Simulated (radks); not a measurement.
Si, 14 electrons, occupied as [Ne] 3s2 3p2.

Calculated with a radial shooting solver on a logarithmic mesh with Libxc functionals: scalar-relativistic Kohn-Sham, LDA (Slater exchange, VWN5 correlation), spin-unpolarised, spherical densities, point nucleus.

Energy parts (eV):
total: -7859.363
kinetic: 7870.922
electron-nucleus: -18789.409
Hartree: 3592.492
exchange-correlation: -533.368

Orbitals (lengths in bohr, moments of r in powers of bohr; <r^-3> diverges for s and p1/2):
orbital	occ.	eigenvalue (eV)	<r^4>	<r^-3>	<r^2>	<r>
1s	2	-1778.466	0.0007293	-	0.01679	0.1116
2s	2	-138.7502	0.2818	-	0.3895	0.5706
2p	6	-95.6156	0.3016	48.29	0.3668	0.5387
3s	2	-10.8797	51.28	-	5.438	2.158
3p	2	-4.1623	172.8	2.470	9.408	2.793
4s	0	-0.3782	13330	-	82.70	8.326

The highest occupied level is 3p at -4.162 eV. The density falls to 0.001 e/bohr^3 at r = 4.45 bohr.
